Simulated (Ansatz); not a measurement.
Consider the redistribution: `O[SiH](F)S[SiH2]F` + `C[O][Hf]([OH])([SeH])[O]C` → `CO[SiH](F)S[SiH2]F` + `C[O][Hf]([OH])([OH])[SeH]`.

Computed with Ansatz on PBE0-D4/def2-TZVP structures; ΔE is electronic, products minus reactants. CCSD(T)/CBS is the MP2 limit (def2-TZVPP, def2-QZVPP) plus CCSD(T) − MP2 in def2-TZVPP, frozen cores. Functionals use def2-TZVPP. B3LYP here is the variant with VWN-RPA as its local correlation; programs differ in this. Elements past krypton have def2 core potentials. For Hf, Se outer-core shells are correlated without core-valence functions, which leaves a few kJ/mol of doubt a bond. Scalar relativity is left out up to krypton. One conformer a species, not always the lowest.

Task: Is it downhill or uphill in electronic energy at CCSD(T)/CBS, and by how much? (Best estimate.)

Result: Computed: Uphill: ΔE = +2.9 kcal/mol.

Task: What do these levels give: B3LYP-D4, ωB97X-V, MP2/def2-TZVPP, CCSD(T)/def2-TZVPP, MP2/def2-QZVPP, CCSD/CBS(def2)? (An estimate is asked.)

Result: Ansatz gave: B3LYP-D4 3.3, ωB97X-V 3.0, MP2/def2-TZVPP 3.8, CCSD(T)/def2-TZVPP 3.7, MP2/def2-QZVPP 3.3, CCSD/CBS(def2) 2.7 kcal/mol.

Largest T1 diagnostic among the species: 0.014.
